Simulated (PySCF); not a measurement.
**NMR data sheet: C₇H₁₂SSi**

```
Formula                               : C7H12SSi
SMILES                                : C=CC(C=C)/C=C/S[SiH3]
InChI                                 : InChI=1S/C7H12SSi/c1-3-7(4-2)5-6-8-9/h3-7H,1-2H2,9H3/b6-5+
Point group of the computed structure : C1
Degrees of unsaturation               : 3
Carbon signals                        : 5
Proton signals                        : 7
```

Numbering as in the mapped SMILES `[CH2:1]=[CH:2][CH:3]([CH:4]=[CH2:5])/[CH:6]=[CH:7]/[S:8][SiH3:9]`. Each H is labelled by its parent atom. Ha(C1), Ha(C5) are cis to C3; Hb(C1), Hb(C5) are trans to C3.

PySCF calculation with geometry from PBE0-D3(BJ)/def2-SVP and NMR shieldings at B3LYP/pcSseg-1/GIAO; single conformer, fast rotation and ring inversion assumed for equivalent nuclei, in vacuum, non-relativistic.

Shifts are taken against calculated references (same method and geometry level): TMS for $^{1}$H, $^{13}$C, $^{29}$Si; $^{33}$S against CS2.

```tsv
carbon	δC, type	δH (multiplicity)	HMBC from (2–3 bonds)	span of the C tensor (ppm)
C1/C5	122.8, CH2	Ha(C1) 5.30 (m); Hb(C1) 5.33 (m)	H(C2)/H(C4), H(C3)	218
C2/C4	150.0, CH	6.04 (m)	H(C2)/H(C4), Hb(C1)/Hb(C5), Ha(C1)/Ha(C5), H(C6), H(C3)	237
C3	54.8, CH	3.32 (m)	H(C2)/H(C4), H(C7), Hb(C1)/Hb(C5), Ha(C1)/Ha(C5), H(C6)	19
C6	136.2, CH	4.85 (m)	H(C2)/H(C4), H(C7), H(C3)	194
C7	133.9, CH	5.89 (d)	H(C6), H(Si9), H(C3)	190
```

Other nuclei:
| atoms | nucleus | environment | δ (ppm) | σ (ppm) |
| --- | --- | --- | --- | --- |
| H(Si9) | $^{1}$H | hydrogen on a silicon bonded to S | 4.52 | 26.86 |
| Si9 | $^{29}$Si | silicon bonded to S, 3 H | -59.5 | 397.4 |
| S8 | $^{33}$S | sulfur bonded to C, Si | -94 | 579.8 |

1. Carbon types of the structure: 5 × CH, 2 × CH2, leaving 3 H on heteroatoms.
2. δC 150.0, 136.2, 133.9: alkene CH; an sp2 carbon of a C=C bond.
3. δC 122.8: terminal =CH2 carbon; an sp2 carbon of a C=C bond.
4. δC 54.8: allylic sp3 CH; aliphatic region, no heteroatom directly attached.
5. δH 6.04, 5.89, 4.85: hydrogen on an alkene CH; a vinylic proton, deshielded by the sp2 carbon and the C=C anisotropy.
6. δH 5.33, 5.30: hydrogen on a terminal =CH2 carbon; olefinic region.

Shifts are as computed. Against solution values, carbons near 30 ppm lie about +2 ppm off and those near 130 ppm about +6 ppm. Of 1309 compounds with measured shifts, 239 miss one by over three times the rms of a fit or turn the order of signals round; such compounds aren't used in these exercises. Multiplicities follow the n + 1 count of equivalent neighbours, as no J values were calculated; m marks all less simple cases, F and P coupling included.
